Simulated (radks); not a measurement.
Q: Ta2+, 71 electrons, occupied as [Xe] 4f14 5d1 6s2 (not the ground configuration). Calculated with a radial shooting solver on a logarithmic mesh with Libxc functionals: scalar-relativistic Kohn-Sham, LDA (Slater exchange, Perdew-Wang correlation), spin-unpolarised, spherical densities, point nucleus. Some entries of the table are withheld. Estimate them.

orbital,occ.,eigenvalue (eV),<1/r> (bohr^-1)
1s,2,-67336.54,85.40
2s,2,-11588.49,(1)
2p,6,-10161.81,18.14
3s,2,-2670.982,7.382
3p,6,-2246.726,6.832
3d,10,-1750.915,6.462
4s,2,(2),3.136
4p,6,-422.0400,2.851
4d,10,-243.8479,2.532
5s,2,-94.8179,1.221
5p,6,-60.7544,1.029
4f,14,-46.7331,2.006
5d,1,-22.6425,0.6917
6s,2,-21.1228,0.4627

A: 
(1) 2s <1/r> (bohr^-1): 19.95
(2) 4s eigenvalue (eV): -561.2627
